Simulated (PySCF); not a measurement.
# Cl⁺: excitation energy

Cl⁺ [Ne] 3s2 3p4 (3P) → Cl⁺ [Ne] 3s1 3p4 4s1 (5P), as a difference of total energies. Calculation: PySCF 2.14, in aug-cc-pV(Q+d)Z (7s6p5d3f2g, 89 functions); no relativity, point nucleus. Correlated levels: valence: [Ne] frozen. The calculations carry no spin-orbit coupling.

| method | excitation energy (cm⁻¹) |
| --- | --- |
| UHF | 204770 |
| PBE | 206710 |
| PBE0 | 209160 |
| LC-wPBE | 212140 |
| MP2 (valence) | 207270 |
| SCS-MP2 (valence) | 209000 |

A first-order spin-orbit estimate (lowest level to lowest level, LS coupling) adds -0.006 eV.

The upper state lies above the first ionisation limit, where it may autoionise and the basis confines it. A Rydberg-like electron needs more diffuse functions than a valence basis has.

The promoted electron is Rydberg-like, and one or two diffuse shells describe it only roughly, which tends to raise the upper state.
